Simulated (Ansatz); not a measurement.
C₃H₁₀OSi, charge -1, doublet, geometry from GFN2-xTB (a state made from the parent by changing its charge; the spin is typed, not shown lowest) (a gas-phase anion, which may not be bound at this level), with bond 13-4 at 1.8 times its length; CASSCF(7,5)/STO-3G in Ansatz (a first-principles code).

Here is a job for Ansatz.
Ansatz 0.2 input:
```yaml
crystal:
  periodic: [false, false, false]
  atoms:
    - {symbol: C, position_ang: [0.26329252, 1.60152059, -1.28818191]}
    - {symbol: Si, position_ang: [-0.12256806, -0.09362688, -0.29878124]}
    - {symbol: C, position_ang: [-0.73497210, -1.88498429, 0.48260144]}
    - {symbol: C, position_ang: [1.69134369, -0.29732664, 0.37138587]}
    - {symbol: O, position_ang: [-1.09767900, 0.80243122, 0.78733043]}
    - {symbol: H, position_ang: [0.97477700, 1.44284371, -2.09965585]}
    - {symbol: H, position_ang: [0.68786273, 2.35695797, -0.62367313]}
    - {symbol: H, position_ang: [-0.63781533, 2.02915562, -1.72543099]}
    - {symbol: H, position_ang: [-0.52547048, -1.95067446, 1.55745234]}
    - {symbol: H, position_ang: [-0.23917365, -2.73426098, 0.01232306]}
    - {symbol: H, position_ang: [-1.81029327, -2.03579969, 0.35811358]}
    - {symbol: H, position_ang: [2.42319373, 0.07611556, -0.34424423]}
    - {symbol: H, position_ang: [1.96996902, 0.70489685, 2.04227196]}
    - {symbol: H, position_ang: [1.94411313, -1.33707559, 0.57716363]}
    - {symbol: H, position_ang: [-1.48392938, 0.26934240, 1.47775701]}
basis:
  gaussian:
    orbitals: STO-3G
hamiltonian:
  xc: hf
total_charge: -1
correlation: {active_space: {window: {electrons: 7, orbitals: 5}}}
magnetization: {spin_polarized: false, initial_magnetization: 1}
```

Problem. Predict the main parts of the log of this Ansatz run.

Solution. 
```
Functional definition: HF
520 factors; integrals over basis functions are off by at most 4.1e-5 eV
mean field evaluation 1: about -12976.7639 eV, gradient 2.5e1 eV
mean field evaluation 2: about -12977.0141 eV, gradient 2.5e1 eV
mean field evaluation 4: about -12981.3357 eV, gradient 4.4e0 eV
mean field evaluation 8: about -12981.6330 eV, gradient 1.5e-1 eV
mean field evaluation 16: about -12981.3586 eV, gradient 3.5e-1 eV
mean field -12981.62499388 eV, -477.0659192636 hartree, gradient 6.8e-6 eV, S^2 0.750000; 2 other end points of the search recorded, 0 dependent functions left out
reference -12981.62499388 eV, -477.0659192636 hartree; 26, 25 occupied and 13, 14 virtual orbitals, 520 factors
state -12983.82309667 eV, -477.1466980514 hartree
Total energy: -12983.82309667 eV, -477.1466980514 hartree
```
